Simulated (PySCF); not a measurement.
InI2, SMILES [I][In][I], multiplicity 2.

Geometry: B3LYP-D3(BJ)/def2-SVP. The multiplicity is an assumed one; other spin states were not compared. The isomer is the one that the SMILES or the coordinates give; other isomers of the formula were not compared. The def2 effective core potentials stand for the cores of I, In; spin–orbit coupling is left out.

Method: CAM-B3LYP/def2-TZVPD run with PySCF.

Task: Estimate the frontier levels, dipole moment and polarisability. (The exact figures need the calculation; the answer reports its results.)

Result: 
- α spin, highest occupied and lowest empty level = -7.79 and -1.51 eV
- β spin, highest occupied and lowest empty level = -8.82 and -3.75 eV
- dipole moment = 2.19 D
- quadrupole, principal values (traceless, Buckingham form, about the centre of nuclear charge) = -9.26, 3.71, 5.55 D·Å
- mean static polarisability = 131.3 bohr³ (19.46 Å³)
- polarisability, principal values = 87.3, 106.0, 200.7 bohr³
- ⟨S²⟩ = 0.761 (pure state 0.75)
